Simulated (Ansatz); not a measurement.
Compare A (`[SiH3]OCS`) with its isomer B (`CO[SiH2]S`).

Computed with Ansatz on PBE0-D4/def2-TZVP structures; ΔE is electronic, products minus reactants. CCSD(T)/CBS adds triple-zeta CCSD(T) − MP2 to the extrapolated MP2 energy (def2 sets, frozen cores). This one scheme is used for every species. Functionals use def2-TZVPP. B3LYP here is the variant with VWN-RPA as its local correlation; programs differ in this. One conformer a species, not always the lowest.

(1) Which is lower in electronic energy at CCSD(T)/CBS, and by how much? (An estimate is asked.)

(2) Give E(B) − E(A) in kJ/mol with B3LYP-D4, HF/def2-TZVPP, CCSD/def2-TZVPP, B2PLYP, PBE0-D4, ωB97M-V, r2SCAN-D4. (Estimate.)

(3) Does the order hold for the free energy at 298.15 K (harmonic terms from PBE0-D4)? (Best estimate.)

Largest T1 diagnostic: 0.012.

## Answers

(1) Computed: B, by 110.6 kJ/mol.

(2) Ansatz gave: B3LYP-D4 -107.5, HF/def2-TZVPP -110.6, CCSD/def2-TZVPP -109.4, B2PLYP -109.0, PBE0-D4 -110.8, ωB97M-V -109.7, r2SCAN-D4 -112.2. None reverses the order clearly.

(3) Ansatz gave: Yes: G(B) − G(A) = -103.8 kJ/mol, for one conformer each. Modes under 60 cm⁻¹, often nearly free rotors, make the harmonic entropy too high.

Leaving LDA and LC-ωPBE aside and taking each functional with its dispersion term where it has one, the values, not all of them listed here, spread over 10.8 kJ/mol, from B97M-V to BLYP-D4. From BLYP to BHLYP (50 % exact exchange), in def2-TZVPP and without D4, E(B) − E(A) moves by −6.2 kJ/mol.
